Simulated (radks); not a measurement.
Results of a calculation; reference values are marked as such.
Fractional charge and spin in the 4p shell of palladium: the spin-up occupation runs from 2 to 3 and the spin-down occupation from 2 to 3; the fullest corner is Pd2+, [Ar] 3d10 4s2 4d(up 4, down 4) 4p(up 3, down 3). Level of theory: scalar-relativistic Kohn-Sham, PBE, spin-polarised, spherical densities, point nucleus (a radial shooting solver on a logarithmic mesh with Libxc functionals). Energy (eV) minus the two flat planes that join the four corners (they meet along the diagonal where the two added fractions sum to one electron); zero is where a piecewise linear energy would lie.

| down \ up | 2 | 2.25 | 2.5 | 2.75 | 3 |
|---|---|---|---|---|---|
| 2 | 0.000 | -1.651 | -2.190 | -1.634 | 0.000 |
| 2.25 | -1.651 | -2.119 | -1.494 | 0.208 | -1.530 |
| 2.5 | -2.190 | -1.494 | 0.278 | -1.393 | -2.026 |
| 2.75 | -1.634 | 0.208 | -1.393 | -1.957 | -1.508 |
| 3 | 0.000 | -1.530 | -2.026 | -1.508 | 0.000 |

Corners above the fullest one (they belong to Pd3+ and the next ion): (up 3, down 2) 84.038 eV, (up 2, down 3) 84.038 eV, (up 2, down 2) 186.07 eV. With half an added electron in each spin the energy lies 0.278 eV from the planes, and with half an added electron in spin up alone -2.190 eV. The planes are only a guide here: the flat-plane condition holds for ground states with one frontier orbital, while this shell lies below other occupied shells, so the corners above the fullest one are inner-hole states and not the ground states of those ions.
